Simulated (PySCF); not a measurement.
# A single-point calculation

DyOF (singlet in the valence; each metal's 4f electrons, 9 of them, lie in its core potential, out of spins and levels). PySCF 2.14.0, RKS PBE0, Dy lcecp-1-TZVP with ECP55, O def2-TZVP, F def2-TZVP; non-relativistic Hamiltonian with scalar-relativistic core potentials where named; density fitting; no spin-orbit coupling. Purpose: basis and core treatment f-in-core-III/TZVP.

```python
mol = gto.M(atom='''
Dy     0.02881     0.00000    -0.33105
O      1.52805     0.00000     0.70975
F     -1.66199     0.00000     0.79110''',
    basis={'Dy': 'lcecp-1-TZVP', 'O': 'def2-TZVP', 'F': 'def2-TZVP'},
    ecp={'Dy': 'lcecp-1-TZVP'},
    charge=0, spin=0)
mf = dft.RKS(mol, xc='PBE0')
mf.grids.atom_grid = (75, 302)  # f atoms: unpruned, at least (60, 302)
mf = mf.density_fit()  # fitting sets: Dy AutoAux, O def2-universal-JKFIT, F def2-universal-JKFIT
mf.conv_tol = 1e-08; mf.max_cycle = 55
mf.kernel(dm0)  # dm0: free metal ions and neutral atoms
mf.nuc_grad_method().kernel()
```

Run from Python with OMP_NUM_THREADS=2; the lines above give its settings. Where DIIS fails, smearing, a level shift and second-order steps follow.
It took 4.8 s on 2 threads of Arm Neoverse V1, with other jobs on the host.

Problem. Where do the frontier levels lie, over both spins?

Solution. HOMO -6.62 eV, LUMO -2.39 eV. The 4f levels lie in the core potential and are missing.

Problem. What are the Mulliken charges and spins?

Solution. 
```tsv
atom	charge (e)	spin (e)
Dy1	1.289	0.000
O2	-0.715	0.000
F3	-0.573	0.000
```
The spin of the 4f electrons in the core isn't counted.

Problem. What forces act on the atoms (eV/Å)?

Solution. 
```
Dy   0.19  0.00 -0.04
O   -0.05  0.00 -0.05
F   -0.14  0.00  0.09
```
Forces carry noise of the integration grid, about 0.01 to 0.03 eV/Å.

The geometry was relaxed with PBE0 (Dy lcecp-1-SVP with ECP55, O def2-SVP, F def2-SVP).

An lcecp potential fixes the number of 4f electrons, so in runs with it no electron can move into or out of that shell.
